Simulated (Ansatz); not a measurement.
This geometry of AlCl2H6NSi (11 atoms, charge 0, multiplicity 1) is a first-order saddle point.

All numbers below come from Ansatz, RKS PBE-D4/6-31G*.

```xyz
11
Properties=species:S:1:pos:R:3
Al 0.030 -0.580 -0.145
H -0.539 0.450 1.210
Cl 1.987 -0.006 -0.693
Cl -1.520 -0.718 -1.576
N -0.089 -1.846 1.271
H -0.926 -2.443 1.228
Si 1.277 -2.566 2.162
H 2.029 -3.566 1.337
H 2.185 -1.440 2.540
H 0.750 -3.244 3.390
H -0.461 -0.492 1.588
```

Problem. Which two structures does it join? (They come from a converged band through this point; their orientation in space is the band's.)

Solution. Bonds broken: Al1–H2, N5–H11. Bonds formed: H2–H11. AlCl2H6NSi becomes AlCl2H4NSi + H2.

First end point:

```xyz
11
Properties=species:S:1:pos:R:3
Al 0.005 -0.202 0.040
H -0.390 1.132 0.819
Cl 2.073 -0.415 -0.528
Cl -1.401 -0.953 -1.412
N -0.214 -1.681 1.449
H -0.861 -2.359 1.014
Si 1.304 -2.522 2.053
H 1.858 -3.292 0.908
H 2.205 -1.460 2.578
H 0.880 -3.441 3.161
H -0.734 -1.257 2.232
```

Last end point:

```xyz
11
Properties=species:S:1:pos:R:3
Al 0.173 -0.830 -0.188
H -0.977 1.012 1.602
Cl 1.819 0.475 -0.273
Cl -1.458 -0.524 -1.488
N 0.167 -2.263 0.879
H -0.671 -2.849 0.809
Si 1.386 -2.833 2.011
H 1.823 -4.236 1.691
H 2.555 -1.904 1.904
H 0.884 -2.832 3.429
H -0.977 0.335 1.936
```

Problem. How far does it lie above each of them?

Solution. 129.7 kJ/mol above the first and 66.7 kJ/mol above the second. This is the barrier of this one path; another mechanism may lie lower. The orbitals stay closed-shell, which can raise the energy where a bond breaks towards radicals; this wasn't checked here.

Run time: 4.2 min on 2 threads of Intel(R) Xeon(R) Platinum 8488C (Sapphire Rapids) (shared host), peak memory 0.18 GiB.
